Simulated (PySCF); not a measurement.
Orbital picture of LaSe

TPSSh at R = 2.504 Å; La x2c-SVPall, Se x2c-SVPall; spin-free X2C with a Gaussian nucleus (PySCF 2.14). State: doublet, about 0.1 electrons in the 4f shell (Mulliken). Only the outer orbitals are listed, counted within each symmetry.

```json
{"spin": "α", "orbital": "17σ", "occ.": "1", "ε (eV)": "-23.12", "on La (%)": "94", "main shells (%)": "94 La p"}
{"spin": "α", "orbital": "9π", "occ.": "1", "ε (eV)": "-23.00", "on La (%)": "100", "main shells (%)": "100 La p"}
{"spin": "α", "orbital": "9π", "occ.": "1", "ε (eV)": "-23.00", "on La (%)": "100", "main shells (%)": "100 La p"}
{"spin": "α", "orbital": "18σ", "occ.": "1", "ε (eV)": "-15.63", "on La (%)": "9", "main shells (%)": "91 Se s"}
{"spin": "α", "orbital": "19σ", "occ.": "1", "ε (eV)": "-5.79", "on La (%)": "31", "main shells (%)": "68 Se p, 24 La d"}
{"spin": "α", "orbital": "10π", "occ.": "1", "ε (eV)": "-5.66", "on La (%)": "27", "main shells (%)": "73 Se p, 24 La d"}
{"spin": "α", "orbital": "10π", "occ.": "1", "ε (eV)": "-5.66", "on La (%)": "27", "main shells (%)": "73 Se p, 24 La d"}
{"spin": "α", "orbital": "20σ", "occ.": "1", "ε (eV)": "-3.86", "on La (%)": "99", "main shells (%)": "74 La s, 19 La d"}
{"spin": "α", "orbital": "4δ", "occ.": "0", "ε (eV)": "-2.63", "on La (%)": "100", "main shells (%)": "100 La d"}
{"spin": "α", "orbital": "4δ", "occ.": "0", "ε (eV)": "-2.63", "on La (%)": "100", "main shells (%)": "100 La d"}
{"spin": "α", "orbital": "11π", "occ.": "0", "ε (eV)": "-1.94", "on La (%)": "90", "main shells (%)": "53 La d, 36 La p, 10 Se p"}
{"spin": "β", "orbital": "17σ", "occ.": "1", "ε (eV)": "-22.93", "on La (%)": "94", "main shells (%)": "94 La p"}
{"spin": "β", "orbital": "9π", "occ.": "1", "ε (eV)": "-22.82", "on La (%)": "100", "main shells (%)": "100 La p"}
{"spin": "β", "orbital": "9π", "occ.": "1", "ε (eV)": "-22.82", "on La (%)": "100", "main shells (%)": "100 La p"}
{"spin": "β", "orbital": "18σ", "occ.": "1", "ε (eV)": "-15.67", "on La (%)": "9", "main shells (%)": "91 Se s"}
{"spin": "β", "orbital": "19σ", "occ.": "1", "ε (eV)": "-5.77", "on La (%)": "29", "main shells (%)": "70 Se p, 21 La d"}
{"spin": "β", "orbital": "10π", "occ.": "1", "ε (eV)": "-5.66", "on La (%)": "24", "main shells (%)": "75 Se p, 21 La d"}
{"spin": "β", "orbital": "10π", "occ.": "1", "ε (eV)": "-5.66", "on La (%)": "24", "main shells (%)": "75 Se p, 21 La d"}
{"spin": "β", "orbital": "20σ", "occ.": "0", "ε (eV)": "-2.64", "on La (%)": "99", "main shells (%)": "79 La s, 15 La d"}
{"spin": "β", "orbital": "4δ", "occ.": "0", "ε (eV)": "-2.08", "on La (%)": "100", "main shells (%)": "100 La d"}
{"spin": "β", "orbital": "4δ", "occ.": "0", "ε (eV)": "-2.08", "on La (%)": "100", "main shells (%)": "100 La d"}
```

Question: Which are the highest filled and the lowest empty level, where do they sit, and how wide is the gap?

Answer: Highest filled α 20σ at -3.86 eV (in %: 74 La s, 19 La d); lowest empty β 20σ at -2.64 eV (in %: 79 La s, 15 La d); the gap at TPSSh is 1.22 eV.

The bond order (Mayer) is 2.43 and the ⟨S²⟩ is 0.753. The charge on La (Mulliken, basis-dependent) is 0.34, the charge on La (Löwdin, basis-dependent) is -0.02 and the dipole moment (positive dipole means La(−)Se(+)) is -5.84 D.

Spin–orbit coupling is left out. The state is the lowest single determinant that the PBE0 search found; with open d or f shells the true ground state can be another one.
